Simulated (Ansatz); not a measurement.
Geometry optimisation, RKS PBE0-D4/def2-SVP in Ansatz.

input.yaml

```yaml
crystal:
  periodic: [false, false, false]
  atoms:
    - { symbol: "N", position_ang: [-1.2592, 0.8942, -0.8589] }
    - { symbol: C, position_ang: [-0.4587, -0.0192, -0.8262] }
    - { symbol: Sn, position_ang: [-0.28947, -1.27604, -2.48895] }
    - { symbol: H, position_ang: [-1.8189, 1.0898, -1.7104] }
    - { symbol: H, position_ang: [0.167, -0.19353, 0.06414] }
    - { symbol: H, position_ang: [-1.42659, -0.79289, -3.74515] }
    - { symbol: H, position_ang: [-0.67405, -2.97488, -2.01886] }
    - { symbol: H, position_ang: [1.32184, -1.27892, -3.11419] }
basis:
  gaussian: { orbitals: def2-SVP }
hamiltonian:
  xc: pbe0
  dispersion: d4
relax:
  f_tol: 0.015
  max_steps: 40
```

Command:

```bash
$ ansatz run input.yaml --threads 1 --pin off --max-ram 2048MiB --backend cpu --events-out ev --progress --plain --runs-dir out
```

Task: Where does it end, and by what steps?

Result: The run converged. After 7 steps the energy has fallen by 0.355 eV; N1 moved furthest, 0.13 Å.

```tsv
step	energy less start (eV)	largest force component (eV/Å)	accepted
0	0.0000	4.146	yes
1	-0.1727	1.208	yes
2	-0.1114	2.199	no
3	-0.3307	0.432	yes
4	-0.3502	0.267	yes
5	-0.3540	0.127	yes
6	-0.3551	0.071	yes
7	-0.3553	0.012	yes
```

```xyz
8
Properties=species:S:1:pos:R:3
N -1.286 0.995 -0.789
C -0.492 0.009 -0.849
Sn -0.268 -1.366 -2.528
H -1.841 1.090 -1.648
H 0.146 -0.166 0.038
H -1.370 -0.810 -3.721
H -0.660 -2.969 -2.064
H 1.332 -1.336 -3.138
```

Whether the end is a true minimum wasn't checked by a vibrational analysis.

The run took 29 s on 1 thread of Intel(R) Xeon(R) Platinum 8488C (Sapphire Rapids), on a shared host, peak memory 0.17 GiB.
